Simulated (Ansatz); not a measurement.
A calculation with Ansatz (development build ahead of 0.2.0).

```yaml
crystal:
  periodic: [false, false, false]
  atoms:
    - { symbol: B, position_ang: [0.0, 0.0, 0.0] }
    - { symbol: F, position_ang: [1.20554, 0.0, 0.0] }
    - { symbol: F, position_ang: [-0.60277, 1.04403, 0.0] }
    - { symbol: F, position_ang: [-0.60277, -1.04403, 0.0] }
basis:
  gaussian: { orbitals: "6-31G" }
hamiltonian:
  xc: hf
```

The input is written out in the form of the current development build from the run's settings.

Results

```json
{
 "Converged": "yes",
 "Total energy": "-323.02230 hartree",
 "Spin squared of the determinant": "0.000"
}
```

Caution: no unrestricted run beside it, a lower state can exist.
